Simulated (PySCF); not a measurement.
Does the structure fit the spectrum?

A compound C5H9FOSi gives the data below (simulated from a calculation) and was assigned the structure `CC[SiH2]/C(F)=C\C=O`.

¹³C{¹H} NMR (computed): δ 202.2 (C), 175.6 (CH), 116.4 (CH), 44.4 (CH2), 4.8 (CH2).

¹H NMR (400 MHz, computed): δ 8.06 (m, 1H), 6.14 (m, 1H), 3.88 (t, 3H), 2.71 (t, 2H), 0.92 (m, 2H).

Averaged over atoms made equivalent by symmetry, fast rotation or ring inversion, no relativistic terms, gas phase, one conformer. PBE0/pcSseg-1 with gauge-including orbitals; GFN2-xTB geometry; PySCF 2.14.

δ = σ(ref) − σ, references computed at the same level: ¹H and ¹³C vs TMS.

Question: Compare with the shifts computed for the proposed structure, pairing carbons in order of shift.

Answer: Atoms are numbered as in `[CH3:1][CH2:2][SiH2:3]/[C:4]([F:5])=[CH:6]\[CH:7]=[O:8]`. Hydrogens are named by the atom that carries them.

| atom | computed for proposal | given list | difference |
| --- | --- | --- | --- |
| C4 | 201.2 | 202.2 | -1.0 |
| C7 | 192.0 | 175.6 | +16.4 |
| C6 | 133.9 | 116.4 | +17.5 |
| C1 | 10.1 | 44.4 | -34.3 |
| C2 | 4.4 | 4.8 | -0.4 |

The rms difference is 18.7 ppm and the largest -34.3 ppm at C1 (methyl carbon). The carbon types in order of shift don't match either: C, CH, CH, CH3, CH2 for the proposal against C, CH, CH, CH2, CH2 in the data. The proposal doesn't fit.

Question: Which isomer fits?

Answer: `C(=O)(/C=C/F)CC[SiH3]`.

- Carbon types of the structure: 1 × C, 2 × CH, 2 × CH2, leaving 3 H on heteroatoms.
- δC 202.2: ketone carbonyl carbon; the double bond to the heteroatom, with no lone-pair donor beside it, deshields it most.
- δC 175.6: β carbon of a C=C–C=O unit; conjugation with the carbonyl draws π density from the β position.
- δC 116.4: α carbon of a C=C–C=O unit; the olefinic region.
- δC 4.8: sp3 CH2 bonded to Si; an electropositive neighbour leaves it electron-rich and shielded.

The data come from this structure; uniqueness wasn't tested.

Splittings by ¹⁹F in the carbon and heteronuclear signals aren't shown, as no couplings were computed. Shifts are as computed. Against solution values, carbons near 30 ppm lie about +3 ppm off and those near 130 ppm about +5 ppm. Of 1309 compounds with measured shifts, 239 miss one by over three times the rms of a fit or turn the order of signals round; such compounds aren't used in these exercises. No couplings were computed; multiplicities are counted from neighbouring protons, with m where these are inequivalent, close in shift, in a saturated or five-membered ring or joined by F or P, and br s for small geminal =CH2 splittings.
